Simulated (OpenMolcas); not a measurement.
Au3+ among 4 point charges of -2 e arranged as a tetrahedron (Td), 1.95 Å from the ion.
```
   1.1258    1.1258    1.1258  -2.00
   1.1258   -1.1258   -1.1258  -2.00
  -1.1258    1.1258   -1.1258  -2.00
  -1.1258   -1.1258    1.1258  -2.00
```

```yaml
Program: OpenMolcas
Method: CASSCF
Basis: ANO-RCC-VDZP [7s6p4d2f]
Scalar_Hamiltonian: DKH2, point nucleus
Active_space: 8 electrons in 5 orbitals (5d)
State_averaging: 2S+1 = 3 even, 10 roots; 2S+1 = 1 even, 15 roots
Spin-orbit_coupling: RASSI with atomic mean-field integrals over the reference wave functions
```

(1) What is the spin-free ground state (labels of Td)?

(2) Where is the first state of the same spin?

(3) What are the lowest two levels with spin-orbit coupling?

(4) What is χT at 300 K, and how does it compare with the textbook value?

(5) Which ligand-field parameters describe the states?

Answers

(1) 3T1, 3-fold in its orbital part, 99 % from free-ion F terms; it has the highest spin that d8 allows.

(2) 3T2 at 3020 cm-1 above the ground state.

(3) A 1-fold level A1, then a 3-fold level T1 905.2 cm-1 above it. Their leading multiplicities are 3 (97 %) and 3 (96 %).

(4) The lowest level has 2S+1 = 3, for which the spin-only value is χT = S(S+1) / 2 = 1.000 cm3 K/mol (g = 2). The computed 1.744 at 300 K differs by +0.744, through orbital momentum, spin-orbit coupling and any other state in reach. With a threefold ground state the orbital momentum is unquenched, so the spin-only value is not expected to hold.

(5) A least-squares ligand-field fit to the states below 45000 cm-1, each weighted by its degeneracy and with a free common offset, gives 10Dq = -3512 cm-1 (negative for this site), B = 911 cm-1 and C = 3755 cm-1 (C/B = 4.12), with an rms deviation of 87 cm-1. 

An orbital triplet at a regular site is open to Jahn-Teller coupling, which can distort the site and quench the lowest spin-orbit gaps and is left out. Without dynamic correlation the repulsion within the d shell is too large (B by tens of per cent), so at a given field states of lower spin stand too high. Real 4d8 and 5d8 ions are as a rule square planar and diamagnetic. Point charges carry no covalency, so the field is a model and not that of real ligands. No measured value stands beside these numbers.
